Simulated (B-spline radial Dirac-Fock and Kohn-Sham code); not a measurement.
## Sr⁺ in Watson spheres of different radius

Method: Dirac-Fock (average of configuration) total-energy differences with a finite nucleus, the Breit interaction including its frequency dependence, and self-energy and vacuum-polarisation corrections. Computed with a radial finite-basis atomic code. The ion, [Kr] 5s1, sits in a hollow sphere of charge Q = -1, a simple model of the Madelung potential. Inside the sphere an electron's potential energy is raised by the constant 14.40·|Q|/R eV, so binding energies fall by about that much as long as the orbitals stay inside.

```
radius (Å)  14.40 |Q|/R (eV)  1s (eV)  2s (eV)  2p1/2 (eV)  2p3/2 (eV)  3s (eV)  3p1/2 (eV)  3p3/2 (eV)  3d3/2 (eV)  3d5/2 (eV)  4p1/2 (eV)  4p3/2 (eV)  5s (eV)
       1.6              9.00  16112.2   2229.9      2016.0      1948.7    368.8       290.4       279.8       142.1       140.4       27.27       26.07     4.02
       2.2              6.55  16114.0   2231.7      2017.7      1950.5    370.6       292.2       281.6       143.9       142.2       29.11       27.92     4.59
```

From the smallest to the largest radius 1s moves by +1.7 eV, while the constant potential alone would give +2.5 eV; the difference comes from charge outside the sphere and its screening.
